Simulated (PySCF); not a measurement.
# Calculated NMR parameters of COC(=O)C(C)(C)C

* Formula: C6H12O2
* SMILES: COC(=O)C(C)(C)C
* InChI: InChI=1S/C6H12O2/c1-6(2,3)5(7)8-4/h1-4H3
* Point group of the computed structure: Cs
* Degrees of unsaturation: 1
* Carbon signals: 4
* Proton signals: 2

Molfile (atoms numbered from 1):
```
C6H12O2
     RDKit          3D

 20 19  0  0  0  0  0  0  0  0999 V2000
    2.8501    0.2950   -0.8136 C   0  0  0  0  0  0  0  0  0  0  0  0
    1.6129    0.3073   -0.1177 O   0  0  0  0  0  0  0  0  0  0  0  0
    0.5489   -0.1429   -0.7978 C   0  0  0  0  0  0  0  0  0  0  0  0
    0.6159   -0.5369   -1.9318 O   0  0  0  0  0  0  0  0  0  0  0  0
   -0.7203   -0.0843    0.0449 C   0  0  0  0  0  0  0  0  0  0  0  0
   -0.9658    1.3728    0.4505 C   0  0  0  0  0  0  0  0  0  0  0  0
   -0.5146   -0.9494    1.2926 C   0  0  0  0  0  0  0  0  0  0  0  0
   -1.8918   -0.6115   -0.7814 C   0  0  0  0  0  0  0  0  0  0  0  0
    3.1071   -0.7232   -1.1132 H   0  0  0  0  0  0  0  0  0  0  0  0
    2.7889    0.9183   -1.7082 H   0  0  0  0  0  0  0  0  0  0  0  0
    3.5923    0.6892   -0.1240 H   0  0  0  0  0  0  0  0  0  0  0  0
   -1.8701    1.4401    1.0512 H   0  0  0  0  0  0  0  0  0  0  0  0
   -1.0896    1.9981   -0.4311 H   0  0  0  0  0  0  0  0  0  0  0  0
   -0.1288    1.7511    1.0316 H   0  0  0  0  0  0  0  0  0  0  0  0
   -1.4100   -0.9247    1.9094 H   0  0  0  0  0  0  0  0  0  0  0  0
   -0.3168   -1.9820    1.0133 H   0  0  0  0  0  0  0  0  0  0  0  0
    0.3240   -0.5802    1.8768 H   0  0  0  0  0  0  0  0  0  0  0  0
   -2.8074   -0.5774   -0.1964 H   0  0  0  0  0  0  0  0  0  0  0  0
   -2.0230   -0.0111   -1.6778 H   0  0  0  0  0  0  0  0  0  0  0  0
   -1.7070   -1.6375   -1.0890 H   0  0  0  0  0  0  0  0  0  0  0  0
  1  2  1  0
  2  3  1  0
  3  4  2  0
  3  5  1  0
  5  6  1  0
  5  7  1  0
  5  8  1  0
  1  9  1  0
  1 10  1  0
  1 11  1  0
  6 12  1  0
  6 13  1  0
  6 14  1  0
  7 15  1  0
  7 16  1  0
  7 17  1  0
  8 18  1  0
  8 19  1  0
  8 20  1  0
M  END
```

Relativity neglected, no solvent, rapidly exchanging positions averaged, single conformer. GFN2-xTB geometry; GIAO PBE0/pcSseg-1 shieldings; PySCF 2.14.

Chemical shifts δ = σref − σ; 1H and 13C against TMS; 17O vs H2O, all at this level.

| carbon | δC, type | δH (multiplicity) | HMBC from (2–3 bonds) | span of the C tensor (ppm) |
| --- | --- | --- | --- | --- |
| C1 | 53.8, CH3 | 3.85 (s) | – | 75 |
| C3 | 185.9, C | – | H9/H10/H11, H12/H13/H14/H15/H16/H17/H18/H19/H20 | 167 |
| C5 | 41.3, C | – | H12/H13/H14/H15/H16/H17/H18/H19/H20 | 29 |
| C6/C7/C8 | 29.0, CH3 | 1.22 (s) | H12/H13/H14/H15/H16/H17/H18/H19/H20 | 44 |

Other nuclei:
```
atoms  nucleus            environment  δ (ppm)  σ (ppm)
   O4      17O  ester carbonyl oxygen    437.5   -101.4
   O2      17O    ester alkoxy oxygen    180.7    155.4
```

Carbon types of the structure: 2 × C, 4 × CH3, which accounts for all hydrogens. δC 185.9: ester carbonyl carbon; lone-pair donation from the attached heteroatom keeps it upfield of a ketone carbonyl. δC 53.8: methyl carbon bonded to O; pulled downfield by the heteroatom. δC 41.3: quaternary sp3 carbon α to a carbonyl; the adjacent C=O deshields it moderately. δC 29.0: methyl carbon; aliphatic region, no heteroatom directly attached. δH 3.85: hydrogen on a methyl carbon bonded to O; its carbon carries O, an electronegative neighbour.

Shifts are as computed. Against solution values, carbons near 30 ppm lie about +3 ppm off and those near 130 ppm about +5 ppm. Of 1211 compounds with measured shifts, 218 miss one by over three times the rms of a fit or turn the order of signals round; such compounds aren't used in these exercises. Unscaled 17O shifts of doubly bonded oxygen tend to come out too high, by tens of ppm or more. Experimental scales use liquid or dissolved standards, which lie at an offset from isolated H2O (liquid H2O: subtract about 36 ppm). No couplings were computed; multiplicities are counted from neighbouring protons, with m where these are inequivalent, close in shift, in a saturated or five-membered ring or joined by F or P, and br s for small geminal =CH2 splittings.
